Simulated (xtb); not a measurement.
C2H4N3, charge +1, singlet, at a GFN2-xTB geometry; GFN2-xTB (xtb 6.7.1).

The xtb input:
```
$ xtb mol.xyz --gfn 2 --chrg 1 --etemp 3000 --json

# file mol.xyz
9

C     -0.72438958    -0.87288884    -0.09129060
N      0.55762667    -1.03705194    -0.15259445
N      1.09045631     0.16973986    -0.01179850
C      0.15167649     1.09037013     0.13747465
N     -1.01674140     0.44847481     0.09012567
H     -1.44403652    -1.66418423    -0.17208821
H      2.10037297     0.28380633    -0.02835101
H      0.29970022     2.14638776     0.27058309
H     -1.93914925     0.86096327     0.17262278
```

It wrote (shortened):

```
   ID    Z sym.   atoms
    1    6 C      1, 4
    2    7 N      2, 3, 5
    3    1 H      6-9

           -------------------------------------------------
          |                Calculation Setup                |
           -------------------------------------------------

           -------------------------------------------------
          |                 G F N 2 - x T B                 |
           -------------------------------------------------

          ...................................................
          :                      SETUP                      :
          :.................................................:
          :  # basis functions                  24          :
          :  # atomic orbitals                  24          :
          :  # shells                           14          :
          :  # electrons                        26          :
          :  max. iterations                   250          :
          :  Hamiltonian                  GFN2-xTB          :
          :  restarted?                      false          :
          :  GBSA solvation                  false          :
          :  PC potential                    false          :
          :  electronic temp.         3000.0000000     K    :
          :  accuracy                    1.0000000          :
          :  -> integral cutoff          0.2500000E+02      :
          :  -> integral neglect         0.1000000E-07      :
          :  -> SCF convergence          0.1000000E-05 Eh   :
          :  -> wf. convergence          0.1000000E-03 e    :
          :  Broyden damping             0.4000000          :
          :  net charge                          1          :
          :  unpaired electrons                  0          :
          ...................................................

 iter      E             dE          RMSdq      gap      omega  full diag
   1    -14.7273522 -0.147274E+02  0.499E+00    5.35       0.0  T
   2    -14.8257891 -0.984369E-01  0.350E+00    4.78       1.0  T
   3    -14.8416851 -0.158960E-01  0.195E+00    4.43       1.0  T
   4    -14.8413131  0.372015E-03  0.557E-01    4.48       1.0  T
   5    -14.8421614 -0.848227E-03  0.113E-01    4.30       1.0  T
   6    -14.8421727 -0.113755E-04  0.408E-02    4.29       1.0  T
   7    -14.8421747 -0.202022E-05  0.112E-02    4.29       3.0  T
   8    -14.8421749 -0.197925E-06  0.519E-03    4.30       6.4  T
   9    -14.8421751 -0.164926E-06  0.147E-03    4.30      22.7  T
  10    -14.8421751 -0.383809E-08  0.817E-04    4.30      40.8  T
  11    -14.8421751 -0.287642E-08  0.965E-05    4.30     345.6  T

   *** convergence criteria satisfied after 11 iterations ***

         :::::::::::::::::::::::::::::::::::::::::::::::::::::
         ::                     SUMMARY                     ::
         :::::::::::::::::::::::::::::::::::::::::::::::::::::
         :: total energy             -14.642188493148 Eh    ::
         :: gradient norm              0.000128451955 Eh/a0 ::
         :: HOMO-LUMO gap              4.296961348330 eV    ::
         ::.................................................::
         :: SCC energy               -14.842174166594 Eh    ::
         :: -> isotropic ES            0.115804138507 Eh    ::
         :: -> anisotropic ES         -0.006655650170 Eh    ::
         :: -> anisotropic XC          0.017137175318 Eh    ::
         :: -> dispersion             -0.003958321458 Eh    ::
         :: repulsion energy           0.199985673445 Eh    ::
         :: add. restraining           0.000000000000 Eh    ::
         :: total charge               0.999999999826 e     ::
         :::::::::::::::::::::::::::::::::::::::::::::::::::::

           -------------------------------------------------
          |                Property Printout                |
           -------------------------------------------------

    * Orbital Energies and Occupations

         #    Occupation            Energy/Eh            Energy/eV
      -------------------------------------------------------------
         1        2.0000           -0.9724564             -26.4619
         2        2.0000           -0.9073901             -24.6913
         3        2.0000           -0.8968971             -24.4058
         4        2.0000           -0.8544509             -23.2508
         5        2.0000           -0.8466464             -23.0384
         6        2.0000           -0.8150511             -22.1787
         7        2.0000           -0.8057111             -21.9245
         8        2.0000           -0.7712328             -20.9863
         9        2.0000           -0.7469152             -20.3246
        10        2.0000           -0.7196891             -19.5837
        11        2.0000           -0.7189915             -19.5648
        12        2.0000           -0.6706608             -18.2496
        13        1.9995           -0.6330789             -17.2270 (HOMO)
        14        0.0005           -0.4751685             -12.9300 (LUMO)
        15        0.0000           -0.4435480             -12.0696
        16                         -0.2297606              -6.2521
        17                         -0.1757786              -4.7832
        18                         -0.1137350              -3.0949
        19                         -0.0730964              -1.9891
        20                         -0.0201083              -0.5472
        21                          0.0016736               0.0455
        22                          0.1519309               4.1342
        23                          0.2662769               7.2458
        24                          0.3377985               9.1920
      -------------------------------------------------------------
                  HL-Gap            0.1579104 Eh            4.2970 eV
             Fermi-level           -0.5541999 Eh          -15.0805 eV

     #   Z          covCN         q      C6AA      α(0)
     1   6 C        3.129     0.102    25.562     8.278
     2   7 N        2.033    -0.086    23.591     7.204
     3   7 N        3.034     0.090    19.675     6.588
     4   6 C        3.026     0.085    26.085     8.378
     5   7 N        2.827    -0.002    21.300     6.855
     6   1 H        0.926     0.150     1.388     1.842
     7   1 H        0.860     0.257     0.856     1.449
     8   1 H        0.926     0.155     1.359     1.823
     9   1 H        0.860     0.249     0.887     1.475

 Mol. C6AA /au·bohr⁶  :        797.822929
 Mol. C8AA /au·bohr⁸  :      18078.610445
 Mol. α(0) /au        :         43.892892

Wiberg/Mayer (AO) data.
largest (>0.10) Wiberg bond orders for each atom

 ---------------------------------------------------------------------------
     #   Z sym  total        # sym  WBO       # sym  WBO       # sym  WBO
 ---------------------------------------------------------------------------
     1   6 C    3.937 --     2 N    1.620     5 N    1.243     6 H    0.947
     2   7 N    3.041 --     1 C    1.620     3 N    1.226     4 C    0.113
     3   7 N    3.716 --     4 C    1.435     2 N    1.226     7 H    0.906
     4   6 C    3.942 --     3 N    1.435     5 N    1.377     8 H    0.943
                             2 N    0.113
     5   7 N    3.683 --     4 C    1.377     1 C    1.243     9 H    0.912
     6   1 H    0.977 --     1 C    0.947
     7   1 H    0.934 --     3 N    0.906
     8   1 H    0.976 --     4 C    0.943
     9   1 H    0.938 --     5 N    0.912
 ---------------------------------------------------------------------------

Topologies differ in total number of bonds
Writing topology from bond orders to xtbtopo.mol

molecular dipole:
                 x           y           z       tot (Debye)
 q only:       -0.230       0.901       0.125
   full:       -0.462       1.329       0.188       3.608
molecular quadrupole (traceless):
                xx          xy          yy          xz          yz          zz
 q only:        6.460       1.846       0.518      -0.181       0.937      -6.977
  q+dip:        8.738       2.741      -0.646      -0.170       0.902      -8.092
   full:        7.812       2.851      -1.126      -0.082       0.648      -6.687

           -------------------------------------------------
          | TOTAL ENERGY              -14.642188493148 Eh   |
          | GRADIENT NORM               0.000128451955 Eh/α |
          | HOMO-LUMO GAP               4.296961348330 eV   |
           -------------------------------------------------

normal termination of xtb
```
